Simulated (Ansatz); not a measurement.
One change: `[CH3][Zr]([NH2])([OH])[OH]` becomes `[NH2][Zr]([NH2])([OH])[OH]`.

Ansatz, PBE0-D4/def2-TZVP geometries, multiplicity 1. Each molecule was computed in one conformer, which needn't be the lowest.

Elements past krypton have def2 core potentials.

| property | `[CH3][Zr]([NH2])([OH])[OH]` |
| --- | --- |
| HOMO energy (PBE/def2-TZVPP) / eV | -5.54 |
| LUMO energy (B3LYP/def2-TZVPP) / eV | -0.40 |
| LUMO energy (ωB97M-V/def2-TZVPP) / eV | 0.75 |
| size of the dipole moment (PBE/def2-TZVPP) / D | 2.12 |
| size of the dipole moment (B3LYP/def2-TZVPP) / D | 2.15 |
| ideal-gas entropy at 298 K and 1 bar (rigid rotor, harmonic PBE0-D4/def2-TZVP) / J/(mol·K) | 410 |

(1) Give the same properties after the change, and the shifts. (Best estimate.)

Answers

(1) The calculation gave: 
| property | `[NH2][Zr]([NH2])([OH])[OH]` | shift |
| --- | --- | --- |
| HOMO energy (PBE/def2-TZVPP) / eV | -5.36 | 0.18 |
| LUMO energy (B3LYP/def2-TZVPP) / eV | -0.39 | 0.01 |
| LUMO energy (ωB97M-V/def2-TZVPP) / eV | 0.81 | 0.06 |
| size of the dipole moment (PBE/def2-TZVPP) / D | 0.36 | -1.76 |
| size of the dipole moment (B3LYP/def2-TZVPP) / D | 0.38 | -1.77 |
| ideal-gas entropy at 298 K and 1 bar (rigid rotor, harmonic PBE0-D4/def2-TZVP) / J/(mol·K) | 410 | 0 |

The zero-point energy changes by -26.4 kJ/mol with -3 modes. Dipoles are sizes alone; their direction can turn. Modes under 60 cm⁻¹, often nearly free rotors, make the harmonic entropy too high.

B3LYP here is the variant with VWN-RPA as its local correlation; programs differ in this.
